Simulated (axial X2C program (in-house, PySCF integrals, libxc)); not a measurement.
## Spin–orbit effects down a group: molecules with F (ions), CCSD

All values come from calculations with an axial X2C code built on PySCF integrals, spin-free (one-electron X2C) or two-component (2c: spin–orbit coupling with atomic mean-field Coulomb and Gaunt terms, which also bring small scalar terms), in Dyall basis sets with cores contracted in-house; open shells are unrestricted.

Basis sets: Al dyall-v3z, B dyall-v3z, F dyall-av3z, Ga dyall-cv3z. Frozen shells (counts by l): BF⁺ F 1s, B 1s, 9 electrons correlated; AlF⁺ Al 2s1p, F 1s, 9 electrons correlated; GaF⁺ Ga 3s2p1d, F 1s, 9 electrons correlated. Coupled cluster in natural virtuals with an MP2 remainder. Where the outer core of a metal is frozen, bonds come out longer and ionisation energies lower.

```csv
molecule,spin-free state,Re (Å),ωe (cm⁻¹),De (eV),2c state,Re 2c (Å),ωe 2c (cm⁻¹),De 2c (eV)
BF⁺,"M_S = 1/2, Λ = 0",1.213,1702.4,4.69,Ω = 1/2,1.213,1702.7,4.68
AlF⁺,"M_S = 1/2, Λ = 0",1.608,949.2,3.00,Ω = 1/2,1.608,949.3,2.99
GaF⁺,"M_S = 1/2, Λ = 0",1.696,755.8,1.44,Ω = 1/2,1.696,756.0,1.43
```

Fragments in 2c: F + B+, Al+ + F, Ga+ + F. Each entry is the lowest single determinant of a limited PBE0 search at one distance. De goes to single-determinant-based atoms at the same level (for ions the charge split of lowest energy) and is withheld (n/a) where an atom does not fit its ground term or J level. Main or longest-lived isotopes.
